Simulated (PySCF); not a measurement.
**Spin-rotation constants: SMILES OCC1(F)OCOCO1, C4H7FO4**

Geometry:
| atom | x (Å) | y (Å) | z (Å) |
| --- | --- | --- | --- |
| O1 | 2.782 | -0.296 | 0.547 |
| C2 | 1.732 | -1.042 | 0.024 |
| C3 | 0.367 | -0.376 | 0.256 |
| F4 | 0.062 | -0.407 | 1.619 |
| O5 | 0.444 | 0.949 | -0.118 |
| C6 | -0.820 | 1.582 | -0.085 |
| O7 | -1.757 | 0.882 | -0.843 |
| C8 | -1.858 | -0.428 | -0.376 |
| O9 | -0.605 | -1.084 | -0.407 |
| H10 | 2.696 | 0.617 | 0.245 |
| H11 | 1.730 | -2.011 | 0.525 |
| H12 | 1.825 | -1.191 | -1.061 |
| H13 | -0.687 | 2.564 | -0.540 |
| H14 | -1.154 | 1.673 | 0.964 |
| H15 | -2.255 | -0.446 | 0.654 |
| H16 | -2.510 | -0.977 | -1.056 |

Computed, not measured: GIAO PBE/pcSseg-1 magnetisability, rotational g tensor and spin-rotation constants, non-relativistic, gas phase in PySCF 2.14.0. Geometry: GFN2-xTB.

(1) Give the nuclear spin-rotation constants along the inertial axes (H = +C I·J) beside the isotropic shieldings.

Answers

(1) Rotational constants 3.2586, 1.3136, 1.1831 GHz. A star marks the isotopologue with that one atom substituted, in its own axes.
| atom | isotope | Caa (kHz) | Cbb (kHz) | Ccc (kHz) | mean (kHz) | σ (ppm) |
| --- | --- | --- | --- | --- | --- | --- |
| F4 | 19F | 5.583 | 0.917 | 1.016 | 2.506 | 281.4 |
| H10 | 1H | -0.359 | -0.006 | -0.149 | -0.171 | 30.6 |
| H11 | 1H | -0.237 | 0.028 | -0.117 | -0.109 | 27.6 |
| H12 | 1H | -0.316 | -0.143 | 0.070 | -0.130 | 27.5 |
| H13 | 1H | -0.315 | 0.071 | -0.108 | -0.117 | 26.3 |
| H14 | 1H | -0.359 | -0.106 | 0.086 | -0.126 | 25.6 |
| H15 | 1H | -0.332 | -0.105 | 0.075 | -0.121 | 25.6 |
| H16 | 1H | -0.129 | -0.053 | -0.064 | -0.082 | 26.4 |
| O1 | 17O* | -0.235 | -0.068 | -0.076 | -0.127 | 319.5 |
| C2 | 13C* | 0.733 | 0.308 | 0.280 | 0.440 | 108.3 |
| C3 | 13C* | 1.091 | 0.428 | 0.324 | 0.614 | 55.0 |
| O5 | 17O* | -0.675 | -0.232 | -0.110 | -0.339 | 202.7 |
| C6 | 13C* | 0.795 | 0.363 | 0.312 | 0.490 | 87.9 |
| O7 | 17O* | -0.333 | -0.267 | -0.127 | -0.242 | 227.5 |

For the geometry as given, no vibrational averaging.
